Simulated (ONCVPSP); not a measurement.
O: ONCV pseudisation with LDA (Perdew-Zunger), scalar-relativistic reference atom.

Input for ONCVPSP 4.0.1:

```
# ATOM AND REFERENCE CONFIGURATION
# atsym  z   nc   nv     iexc    psfile
  O 8.00    1    2        3      upf
#
#   n    l    f
    1    0    2.00
    2    0    2.00
    2    1    4.00
#
# PSEUDOPOTENTIAL AND OPTIMIZATION
# lmax
    2
#
#   l,   rc,      ep,       ncon, nbas, qcut
    0    0.95    0.00    3    6    6.80
    1    0.95    0.00    3    6   15.10
    2    1.30    0.27    4    9    6.80
#
# LOCAL POTENTIAL
# lloc, lpopt,  rc(5),   dvloc0
    1    5    0.95    0.00
#
# VANDERBILT-KLEINMAN-BYLANDER PROJECTORs
# l, nproj, debl
    0    1    3.10
    1    0    0.90
    2    3    1.20
#
# MODEL CORE CHARGE
# icmod, fcfact, rcfact
    3    5.50    1.65
#
# LOG DERIVATIVE ANALYSIS
# epsh1, epsh2, depsh
   -2.00    5.00    0.02
#
# OUTPUT GRID
# rlmax, drl
    6.00    0.01
#
# TEST CONFIGURATIONS
# ncnf
    4
# nvcnf
#   n    l    f
    2
    2    0    2.00
    2    1    3.00
#
    2
    2    0    2.00
    2    1    2.00
#
    2
    2    0    2.00
    2    1    1.00
#
    2
    2    0    1.00
    2    1    5.00
#
```

Command:

```bash
oncvpsp.x < O.dat > O.out
```

Resulting log (shortened: citation, most of the input echo, consistency checks and plot data are left out):

```
ONCVPSP  (Optimized Norm-Conservinng Vanderbilt PSeudopotential)
scalar-relativistic version 4.0.1

#   n    l    f        energy (Ha)
    1    0    2.00    -1.8774795E+01
    2    0    2.00    -8.7291014E-01
    2    1    4.00    -3.3803834E-01

Reference configufation results
  iterations    24
  all-electron total energy (Ha)   -7.45249658D+01

Begin loop to  construct optimized pseudo wave functions
and semi-local pseudopoentials for all angular momenta

Calculating optimized projector #   1

 for l=   0

    Fraction of norm inside rc  0.407112
    Optimizing pswf for qcut=   6.79 a_B^-1,  ecut=  23.04 Ha
    Residual kinetic energy error=  2.93D-03 Ha

    Energy error per electron        Cutoff
         Ha          eV             Ha
         0.01000     0.27211       17.02
         0.00100     0.02721       48.34
         0.00010     0.00272      108.38

Calculating optimized projector #   1

 for l=   1

    Fraction of norm inside rc  0.397610
    Optimizing pswf for qcut=  15.12 a_B^-1,  ecut= 114.30 Ha
    Residual kinetic energy error=  1.01D-07 Ha

    Energy error per electron        Cutoff
         Ha          eV             Ha
         0.01000     0.27211       46.58
         0.00100     0.02721       65.34
         0.00010     0.00272       80.69
         0.00001     0.00027       93.60

   Wellstate for l =  2  n =  3
     eigenvalue =   0.2700
     asymptotic potential =   0.7700
     half-point radius =  8.3722

   Wellstate for l =  2  n =  4
     eigenvalue =   1.4700
     asymptotic potential =   1.9700
     half-point radius =  4.1843

   Wellstate for l =  2  n =  5
     eigenvalue =   2.6700
     asymptotic potential =   3.1700
     half-point radius =  4.0647

Calculating optimized projector #   1

 for l=   2

    Fraction of norm inside rc  0.002394
    Optimizing pswf for qcut=   6.81 a_B^-1,  ecut=  23.16 Ha
    Residual kinetic energy error=  1.71D-06 Ha

    Energy error per electron        Cutoff
         Ha          eV             Ha
         0.01000     0.27211        0.99
         0.00100     0.02721        3.50
         0.00010     0.00272        9.99
         0.00001     0.00027       17.59

Calculating optimized projector #   2

 for l=   2

    Fraction of norm inside rc  0.066417
    Optimizing pswf for qcut=   6.81 a_B^-1,  ecut=  23.16 Ha
    Residual kinetic energy error=  1.07D-04 Ha

    Energy error per electron        Cutoff
         Ha          eV             Ha
         0.01000     0.27211        8.27
         0.00100     0.02721       16.21
         0.00010     0.00272       23.36
         0.00001     0.00027       45.22

Calculating optimized projector #   3

 for l=   2

    Fraction of norm inside rc  0.097000
    Optimizing pswf for qcut=   6.81 a_B^-1,  ecut=  23.16 Ha
    Residual kinetic energy error=  4.17D-04 Ha

    Energy error per electron        Cutoff
         Ha          eV             Ha
         0.01000     0.27211       12.35
         0.00100     0.02721       20.35
         0.00010     0.00272       27.39
         0.00001     0.00027       52.59

Construct Vanderbilt / Kleinmman-Bylander projectors

B matrix Hermiticity error, ll=   2
   1   2    1.7049E-06
   1   3   -5.2472E-06
   2   3    1.7251E-05

  Orthonormal projector coefficients  2.0086E+02 -1.7818E+01 -2.5883E+00

Model core correction analysis
  based on d2Exc/dn_idn_j

d2excae - all-electron derivatives

   -5.119018D-02   -4.490302D-02
   -4.490409D-02   -4.343961D-02

d2excps - pseudofunction derivatives with no core correction

   -5.216766D-02   -4.808138D-02
   -4.808197D-02   -4.672472D-02

rms 2nd derivative error    2.826140E-03

rmatch, rhocmatch    0.3693   13.2947

Teter function model core charge with specified parameters

d2excps - pseudofunction derivatives with core correction

   -4.903540D-02   -4.435392D-02
   -4.435487D-02   -4.207820D-02

rms 2nd derivative error    1.332260E-03

Pseudoatom total energy  -15.887141

Diagnostic tests using Vanderbilt-Kleinman-Bylander pseudopotentials
  1 or more projectors used as specified by nproj input data

   l    rcore       rmatch      e in        delta e   norm test  slope test

   0   0.9502639   0.9791160  -0.8729101   0.0000817   1.0000176   1.0005082

   1   0.9502639   0.9791160  -0.3380383  -0.0000074   0.9999992   1.0000229

   2   1.3047798   1.3443958   0.2700000   0.0000137   1.0000400   1.0000400
   2   1.3047798   1.3443958   1.4700000   0.0000289   1.0000683   1.0000683
   2   1.3047798   1.3443958   2.6700000   0.0000397   1.0001144   1.0001144

 Testing for bound ghosts
   n   l    E NL Schr. Eq   E Basis Diag.   E Cutoff

   1   0       -0.872828       -0.843210     83.96

 Testing for highly-localized positive-energy ghosts
       l    <radius>/rc     E Basis Diag.   E Cutoff

       2        0.343486      367.071355    323.37  WARNING - GHOST(+)

Test configuration 0

   n   l     f        eae           eps        diff
   1   0  2.0000  -18.77479519
   2   0  2.0000   -0.87291014   -0.87282847    8.17D-05
   2   1  4.0000   -0.33803834   -0.33804569   -7.35D-06

    Total energies and differences
      AE_ref= -7.45249658D+01  AE_tst= -7.45249658D+01  dif=  0.00D+00
      PS_ref= -1.58871409D+01  PS_tst= -1.58871409D+01  dif= -1.07D-14
      PSP excitation error=  1.07D-14

Test configuration 1

   n   l     f        eae           eps        diff
   1   0  2.0000  -19.46735965
   2   0  2.0000   -1.44779666   -1.44808695   -2.90D-04
   2   1  3.0000   -0.90356538   -0.90330948    2.56D-04

    Total energies and differences
      AE_ref= -7.45249658D+01  AE_tst= -7.39155336D+01  dif=  6.09D-01
      PS_ref= -1.58871409D+01  PS_tst= -1.52777587D+01  dif=  6.09D-01
      PSP excitation error=  5.00D-05

Test configuration 2

   n   l     f        eae           eps        diff
   1   0  2.0000  -20.35450837
   2   0  2.0000   -2.13208622   -2.13287532   -7.89D-04
   2   1  2.0000   -1.59310063   -1.59163852    1.46D-03

    Total energies and differences
      AE_ref= -7.45249658D+01  AE_tst= -7.26767761D+01  dif=  1.85D+00
      PS_ref= -1.58871409D+01  PS_tst= -1.40396990D+01  dif=  1.85D+00
      PSP excitation error=  7.48D-04

Test configuration 3

   n   l     f        eae           eps        diff
   1   0  2.0000  -21.42065993
   2   0  2.0000   -2.90693320   -2.90832636   -1.39D-03
   2   1  1.0000   -2.39008655   -2.38547476    4.61D-03

    Total energies and differences
      AE_ref= -7.45249658D+01  AE_tst= -7.06936513D+01  dif=  3.83D+00
      PS_ref= -1.58871409D+01  PS_tst= -1.20593466D+01  dif=  3.83D+00
      PSP excitation error=  3.52D-03

Test configuration 4

   n   l     f        eae           eps        diff
   1   0  2.0000  -18.79717957
   2   0  1.0000   -0.88977811   -0.88894689    8.31D-04
   2   1  5.0000   -0.35272131   -0.35295587   -2.35D-04

    Total energies and differences
      AE_ref= -7.45249658D+01  AE_tst= -7.39890042D+01  dif=  5.36D-01
      PS_ref= -1.58871409D+01  PS_tst= -1.53517508D+01  dif=  5.35D-01
      PSP excitation error=  5.71D-04
```

The run took about 3 s on one core of a shared server CPU.
